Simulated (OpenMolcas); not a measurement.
**Te4+: input and output**

Input:

```
&GATEWAY
Coord
1

Te 0.0 0.0 0.0
Basis=ANO-R3
Group=XYZ
NoMove
AngMom=0.0 0.0 0.0
AMFI
&SEWARD
* reference wave functions (RASSCF and RASSI steps not shown): 2 electrons in 9 orbitals (RAS2 5s 5p; RAS3 5d, at most 2 electrons)
>>> COPY JOB001 $Project.JobIph
&CASPT2
Multistate=3 1 2 3
Frozen=9 9
IPEA=0.25
Imaginary=0.1
MaxIter=60
WThr=0.0 0.3 0.05
PrWF=0.5
NoMix
>>> COPY JOB002 $Project.JobIph
&CASPT2
Multistate=6 1 2 3 4 5 6
Frozen=9 9
IPEA=0.25
Imaginary=0.1
MaxIter=60
WThr=0.0 0.3 0.05
PrWF=0.5
NoMix
>>> COPY JOB003 $Project.JobIph
&CASPT2
Multistate=3 1 2 3
Frozen=9 9
IPEA=0.25
Imaginary=0.1
MaxIter=60
WThr=0.0 0.3 0.05
PrWF=0.5
NoMix
...
```

Launched by
```bash
OMP_NUM_THREADS=1 MOLCAS_MEM=2252 MOLCAS_PROJECT=a pymolcas a.inp > a.log  # once for each step of the input, in one work folder
```

Output, cut to the results:

```
--- CASPT2 ---
Orbital specifications:
      -----------------------

      Symmetry species                           1   2
                                                ag  au
      Frozen orbitals                            9   9
      Inactive orbitals                          5   0
      Active orbitals                            6   3
      Secondary orbitals                        40  59
      Deleted orbitals                           0   0
      Number of basis functions                 60  71
Type of calculation                        MS-CASPT2
      Fock operator                              state-specific
      IPEA shift                                 0.25
      Real shift                                 0.00
      Imaginary shift                            0.10
      The input orbitals will be transformed to quasi-canonical
Reference energy:       -6786.8663333046
      E2 (Non-variational):      -0.4767895053
      Shift correction:          -0.0000945360
      E2 (Variational):          -0.4768840413
      Total energy:           -6787.3432173459
      Residual norm:              0.0000001685
      Reference weight:           0.94413
      Contributions to the CASPT2 correlation energy
      Active & Virtual Only:         -0.0011810252
      One Inactive Excited:          -0.0881410141
      Two Inactive Excited:          -0.3874674661
Reference energy:       -6786.8663333046
      E2 (Non-variational):      -0.4767895113
      Shift correction:          -0.0000945360
      E2 (Variational):          -0.4768840473
      Total energy:           -6787.3432173520
      Residual norm:              0.0000001685
      Reference weight:           0.94413
      Contributions to the CASPT2 correlation energy
      Active & Virtual Only:         -0.0011810251
      One Inactive Excited:          -0.0881410202
      Two Inactive Excited:          -0.3874674661
::    CASPT2 Root  1     Total energy:  -6787.34321735
::    CASPT2 Root  2     Total energy:  -6787.34321735
::    CASPT2 Root  3     Total energy:  -6787.34321734
::    MS-CASPT2 Root  1     Total energy:  -6787.34321735
::    MS-CASPT2 Root  2     Total energy:  -6787.34321735
::    MS-CASPT2 Root  3     Total energy:  -6787.34321734
--- CASPT2 ---
Orbital specifications:
      -----------------------

      Symmetry species                           1   2
                                                ag  au
      Frozen orbitals                            9   9
      Inactive orbitals                          5   0
      Active orbitals                            6   3
      Secondary orbitals                        40  59
      Deleted orbitals                           0   0
      Number of basis functions                 60  71
Type of calculation                        MS-CASPT2
      Fock operator                              state-specific
      IPEA shift                                 0.25
      Real shift                                 0.00
      Imaginary shift                            0.10
      The input orbitals will be transformed to quasi-canonical
Reference energy:       -6787.6941749486
      E2 (Non-variational):      -0.4957778721
      Shift correction:          -0.0000922453
      E2 (Variational):          -0.4958701174
      Total energy:           -6788.1900450660
      Residual norm:              0.0000007647
      Reference weight:           0.94279
      Contributions to the CASPT2 correlation energy
      Active & Virtual Only:         -0.0054068873
      One Inactive Excited:          -0.1028048494
      Two Inactive Excited:          -0.3875661354
Reference energy:       -6786.8842983566
      E2 (Non-variational):      -0.4565079305
      Shift correction:          -0.0000833541
      E2 (Variational):          -0.4565912846
      Total energy:           -6787.3408896412
      Residual norm:              0.0000009378
      Reference weight:           0.94857
      Contributions to the CASPT2 correlation energy
      Active & Virtual Only:         -0.0015578874
      One Inactive Excited:          -0.0679828588
      Two Inactive Excited:          -0.3869671843
::    CASPT2 Root  1     Total energy:  -6788.19004507
::    CASPT2 Root  2     Total energy:  -6787.34088964
::    CASPT2 Root  3     Total energy:  -6787.34089734
::    CASPT2 Root  4     Total energy:  -6787.34088299
::    CASPT2 Root  5     Total energy:  -6787.34088221
::    CASPT2 Root  6     Total energy:  -6787.34088227
::    MS-CASPT2 Root  1     Total energy:  -6788.19004508
::    MS-CASPT2 Root  2     Total energy:  -6787.34105278
::    MS-CASPT2 Root  3     Total energy:  -6787.34099212
::    MS-CASPT2 Root  4     Total energy:  -6787.34087956
::    MS-CASPT2 Root  5     Total energy:  -6787.34084262
::    MS-CASPT2 Root  6     Total energy:  -6787.34066735
--- CASPT2 ---
Orbital specifications:
      -----------------------

      Symmetry species                           1   2
                                                ag  au
      Frozen orbitals                            9   9
      Inactive orbitals                          5   0
      Active orbitals                            6   3
      Secondary orbitals                        40  59
      Deleted orbitals                           0   0
      Number of basis functions                 60  71
Type of calculation                        MS-CASPT2
      Fock operator                              state-specific
      IPEA shift                                 0.25
      Real shift                                 0.00
      Imaginary shift                            0.10
      The input orbitals will be transformed to quasi-canonical
Reference energy:       -6787.3471147585
      E2 (Non-variational):      -0.4674207920
      Shift correction:          -0.0000792354
      E2 (Variational):          -0.4675000274
      Total energy:           -6787.8146147858
      Residual norm:              0.0000008929
      Reference weight:           0.94796
...
```

Levels above the lowest, from the spin-orbit matrix with the single-state CASPT2 energies, averaged by term, on its diagonal:

| Configuration | Term | J | E (eV) | Measured (eV) | g | Term weight % |
| --- | --- | --- | --- | --- | --- | --- |
| 5s2 | 1S | 0 | 0.0000 | 0.0000 |  | 100 |
| 5s 5p | 3P* | 0 | 9.462 |  |  | 100 |
| 5s 5p | 3P* | 1 | 9.773 |  | 1.493 | 98 |
| 5s 5p | 3P* | 2 | 10.595 |  | 1.501 | 100 |
| 5s 5p | 1P* | 1 | 13.650 | 13.8499 | 1.009 | 98 |

Against the measured value (Moore, Atomic Energy Levels, vol. III, NSRDS-NBS 35 (1971 reprint of NBS Circular 467, 1958)): 5s 5p 1P* 1: computed 13.650, measured 13.8499 eV (-1.4 %).

Some high roots are left out of the spin-orbit mixing, which shifts the levels that they would mix with. Active for correlation alone: 5d; no level in the range computed is led by a configuration that fills it, so any true level of that kind is missing. Computed and measured levels are paired by configuration, term and J; levels that our copy of the source lacks, or whose pairing is in doubt (as where it misses far off the trend of its configuration), stay unpaired and out of the deviations. Only configurations of the active space appear. The first state left out of the spin-orbit step lies near 210000 cm-1 above the lowest spin-free state of the reference (among the parities and spins computed), and the list stops at four fifths of that energy or lower.

The CASPT2 steps took 17 s on 1 thread of Arm Neoverse V2, with other jobs on the host; the integral step is not counted.

The term weight is that of the spin-free term in the level, not the purity of its configuration. * marks odd parity.
